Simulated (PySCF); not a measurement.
BH2NO (calculated)

Calculation on a computer-drawn molecule: vertical ionisation energy to the stated ion spin, frozen-core CCSD(T) at the basis limit and cheaper methods, single-reference cases, UHF for radicals, no spin-orbit; all values are single points at the evaluated structure, the first of each entry, which is the reference or a displaced copy of it and isn't optimised; the reference structure only sets the zero of the energies above reference; triples share is (T) over the correlation energy. Program: PySCF 2.14.0.

Common to all runs: charge 0; multiplicity 1; ion multiplicity 2; diffuse functions no; basis cc-pVnZ; reference is the Hartree-Fock double-zeta minimum; best is HF at quadruple zeta + MP2 correlation extrapolated from triple and quadruple zeta + CCSD(T) minus MP2 at triple zeta; basis step is the size of the change from the same recipe one zeta lower.

```yaml
- entry: 1
  formula: BH2NO
  evaluated_structure:
    atoms_angstrom:
      - ["N", -0.5101, -1.6837, -1.6171]
      - [B, 0.2839, -1.1001, -0.8968]
      - [O, 1.2006, -0.406, -0.0536]
      - [H, -1.1563, -2.1267, -2.2169]
      - [H, 1.8469, -0.9663, 0.3594]
  reference_structure:
    atoms_angstrom:
      - ["N", -0.5106, -1.6825, -1.6239]
      - [B, 0.2853, -1.0951, -0.8928]
      - [O, 1.1421, -0.4506, -0.1037]
      - [H, -1.1587, -2.128, -2.213]
      - [H, 1.7876, -1.0052, 0.31]
  given:
    drawn_bonds_atom: [1, 2, 1, 3]
    drawn_bonds_other_atom: [2, 3, 4, 5]
    drawn_bonds_order: [2, 1, 1, 1]
  results:
    "ionisation_energy_best [eV]": 10.96
    "ionisation_energy_basis_step [eV]": 0.09752
    "energy_above_reference_best [kcal/mol]": 3.313
    "energy_above_reference_basis_step [kcal/mol]": 0.5219
    triple_zeta_method: [HF, PBE, r2SCAN, B3LYP, wB97X, MP2, CCSD, "CCSD(T)"]
    "triple_zeta_ionisation_energy [eV]": [9.339, 10.49, 10.46, 10.65, 10.69, 11.0, 10.68, 10.75]
    "triple_zeta_energy_above_reference [kcal/mol]": [4.855, 2.835, 3.73, 3.445, 3.488, 3.027, 3.227, 2.943]
    "ionisation_energy_Koopmans_at_triple_zeta [eV]": 11.4
    "ionisation_energy_EOM_CCSD_at_triple_zeta [eV]": 10.76
    "total_energy_HF_triple_zeta [hartree]": -155.2626
    "total_energy_CCSD(T)_triple_zeta [hartree]": -155.8281
    "total_energy_best [hartree]": -155.9094
    T1_diagnostic_at_triple_zeta: 0.01335
    D1_diagnostic_at_triple_zeta: 0.03395
    ion_T1_diagnostic_at_triple_zeta: 0.03131
    ion_D1_diagnostic_at_triple_zeta: 0.1562
    ion_spin_squared_at_triple_zeta: 0.7618
    triples_share_at_triple_zeta: 0.03985
    basis_functions_triple_zeta: 118
    "dipole_magnitude_HF_at_triple_zeta [debye]": 1.51
    "dipole_magnitude_CCSD_unrelaxed_at_triple_zeta [debye]": 1.392
    "dipole_magnitude_PBE_at_triple_zeta [debye]": 1.364
    "dipole_magnitude_r2SCAN_at_triple_zeta [debye]": 1.399
    "dipole_magnitude_B3LYP_at_triple_zeta [debye]": 1.405
    "dipole_magnitude_wB97X_at_triple_zeta [debye]": 1.428
- entry: 2
  formula: BH2NO
  evaluated_structure:
    atoms_angstrom:
      - ["N", -0.5643, -1.7332, -1.4636]
      - [B, 0.1958, -1.0287, -0.9347]
      - [O, 1.0813, -0.2842, -0.1083]
      - [H, -1.1593, -2.0688, -2.1668]
      - [H, 1.7467, -0.968, 0.2849]
  reference_structure:
    atoms_angstrom:
      - ["N", -0.5106, -1.6825, -1.6239]
      - [B, 0.2853, -1.0951, -0.8928]
      - [O, 1.1421, -0.4506, -0.1037]
      - [H, -1.1587, -2.128, -2.213]
      - [H, 1.7876, -1.0052, 0.31]
  given:
    drawn_bonds_atom: [1, 2, 1, 3]
    drawn_bonds_other_atom: [2, 3, 4, 5]
    drawn_bonds_order: [2, 1, 1, 1]
  results:
    "ionisation_energy_best [eV]": 11.23
    "ionisation_energy_basis_step [eV]": 0.09875
    "energy_above_reference_best [kcal/mol]": 13.83
    "energy_above_reference_basis_step [kcal/mol]": 0.3832
    triple_zeta_method: [HF, PBE, r2SCAN, B3LYP, wB97X, MP2, CCSD, "CCSD(T)"]
    "triple_zeta_ionisation_energy [eV]": [9.732, 10.67, 10.69, 10.87, 10.96, 11.3, 10.98, 11.02]
    "triple_zeta_energy_above_reference [kcal/mol]": [15.61, 13.09, 13.73, 13.43, 13.88, 13.99, 13.83, 13.74]
    "ionisation_energy_Koopmans_at_triple_zeta [eV]": 11.74
    "ionisation_energy_EOM_CCSD_at_triple_zeta [eV]": 11.02
    "total_energy_HF_triple_zeta [hartree]": -155.2455
    "total_energy_CCSD(T)_triple_zeta [hartree]": -155.8109
    "total_energy_best [hartree]": -155.8926
    T1_diagnostic_at_triple_zeta: 0.01293
    D1_diagnostic_at_triple_zeta: 0.03335
    ion_T1_diagnostic_at_triple_zeta: 0.03988
    ion_D1_diagnostic_at_triple_zeta: 0.2072
    ion_spin_squared_at_triple_zeta: 0.7628
    triples_share_at_triple_zeta: 0.03929
    basis_functions_triple_zeta: 118
    "dipole_magnitude_HF_at_triple_zeta [debye]": 1.287
    "dipole_magnitude_CCSD_unrelaxed_at_triple_zeta [debye]": 1.236
    "dipole_magnitude_PBE_at_triple_zeta [debye]": 1.196
    "dipole_magnitude_r2SCAN_at_triple_zeta [debye]": 1.211
    "dipole_magnitude_B3LYP_at_triple_zeta [debye]": 1.227
    "dipole_magnitude_wB97X_at_triple_zeta [debye]": 1.234
- entry: 3
  formula: BH2NO
  evaluated_structure:
    atoms_angstrom:
      - ["N", -0.5643, -1.7332, -1.4636]
      - [B, 0.2219, -1.0045, -0.9165]
      - [O, 1.1074, -0.26, -0.0901]
      - [H, -1.1593, -2.0688, -2.1668]
      - [H, 1.7728, -0.9438, 0.3031]
  reference_structure:
    atoms_angstrom:
      - ["N", -0.5106, -1.6825, -1.6239]
      - [B, 0.2853, -1.0951, -0.8928]
      - [O, 1.1421, -0.4506, -0.1037]
      - [H, -1.1587, -2.128, -2.213]
      - [H, 1.7876, -1.0052, 0.31]
  given:
    drawn_bonds_atom: [1, 2, 1, 3]
    drawn_bonds_other_atom: [2, 3, 4, 5]
    drawn_bonds_order: [2, 1, 1, 1]
  results:
    "ionisation_energy_best [eV]": 11.05
    "ionisation_energy_basis_step [eV]": 0.09683
    "energy_above_reference_best [kcal/mol]": 7.944
    "energy_above_reference_basis_step [kcal/mol]": 0.7019
    triple_zeta_method: [HF, PBE, r2SCAN, B3LYP, wB97X, MP2, CCSD, "CCSD(T)"]
    "triple_zeta_ionisation_energy [eV]": [9.465, 10.56, 10.54, 10.73, 10.78, 11.09, 10.78, 10.84]
    "triple_zeta_energy_above_reference [kcal/mol]": [11.02, 6.67, 7.864, 7.829, 8.317, 7.639, 7.939, 7.471]
    "ionisation_energy_Koopmans_at_triple_zeta [eV]": 11.51
    "ionisation_energy_EOM_CCSD_at_triple_zeta [eV]": 10.85
    "total_energy_HF_triple_zeta [hartree]": -155.2528
    "total_energy_CCSD(T)_triple_zeta [hartree]": -155.8209
    "total_energy_best [hartree]": -155.9020
    T1_diagnostic_at_triple_zeta: 0.0137
    D1_diagnostic_at_triple_zeta: 0.03569
    ion_T1_diagnostic_at_triple_zeta: 0.03567
    ion_D1_diagnostic_at_triple_zeta: 0.1814
    ion_spin_squared_at_triple_zeta: 0.7621
    triples_share_at_triple_zeta: 0.04018
    basis_functions_triple_zeta: 118
    "dipole_magnitude_HF_at_triple_zeta [debye]": 1.309
    "dipole_magnitude_CCSD_unrelaxed_at_triple_zeta [debye]": 1.228
    "dipole_magnitude_PBE_at_triple_zeta [debye]": 1.202
    "dipole_magnitude_r2SCAN_at_triple_zeta [debye]": 1.225
    "dipole_magnitude_B3LYP_at_triple_zeta [debye]": 1.231
    "dipole_magnitude_wB97X_at_triple_zeta [debye]": 1.245
- entry: 4
  formula: BH2NO
  evaluated_structure:
    atoms_angstrom:
      - ["N", -0.5643, -1.7332, -1.4636]
      - [B, 0.2468, -0.9815, -0.8992]
      - [O, 1.1323, -0.237, -0.0728]
      - [H, -1.1593, -2.0688, -2.1668]
      - [H, 1.7977, -0.9208, 0.3204]
  reference_structure:
    atoms_angstrom:
      - ["N", -0.5106, -1.6825, -1.6239]
      - [B, 0.2853, -1.0951, -0.8928]
      - [O, 1.1421, -0.4506, -0.1037]
      - [H, -1.1587, -2.128, -2.213]
      - [H, 1.7876, -1.0052, 0.31]
  given:
    drawn_bonds_atom: [1, 2, 1, 3]
    drawn_bonds_other_atom: [2, 3, 4, 5]
    drawn_bonds_order: [2, 1, 1, 1]
  results:
    "ionisation_energy_Koopmans_at_triple_zeta [eV]": null
```

**Q.** What ionisation energy Koopmans at triple zeta does the calculation give for BH2NO (entry 4)?
**A.** 11.29 eV

Further results for BH2NO (entry 4):

* ionisation energy best: 10.88 eV
* ionisation energy basis step: 0.09523 eV
* energy above reference best: 5.969 kcal/mol
* energy above reference basis step: 0.9776 kcal/mol
* ionisation energy EOM CCSD at triple zeta: 10.68 eV
* total energy HF triple zeta: -155.2538 hartree
* total energy CCSD(T) triple zeta: -155.8245 hartree
* total energy best: -155.9051 hartree
* T1 diagnostic at triple zeta: 0.01451
* D1 diagnostic at triple zeta: 0.03817
* ion T1 diagnostic at triple zeta: 0.03303
* ion D1 diagnostic at triple zeta: 0.1641
* ion spin squared at triple zeta: 0.762
* triples share at triple zeta: 0.04107
* basis functions triple zeta: 118
* dipole magnitude HF at triple zeta: 1.365 debye
* dipole magnitude CCSD unrelaxed at triple zeta: 1.242 debye
* dipole magnitude PBE at triple zeta: 1.23 debye
* dipole magnitude r2SCAN at triple zeta: 1.263 debye
* dipole magnitude B3LYP at triple zeta: 1.261 debye
* dipole magnitude wB97X at triple zeta: 1.284 debye

Triple zeta:
```
 method  ionisation energy (eV)  energy above reference (kcal/mol)
     HF                    9.22                              10.38
    PBE                   10.44                              4.193
 r2SCAN                    10.4                              5.921
  B3LYP                   10.58                              6.114
  wB97X                    10.6                              6.678
    MP2                   10.91                              5.262
   CCSD                   10.59                              6.027
CCSD(T)                   10.67                              5.173
```
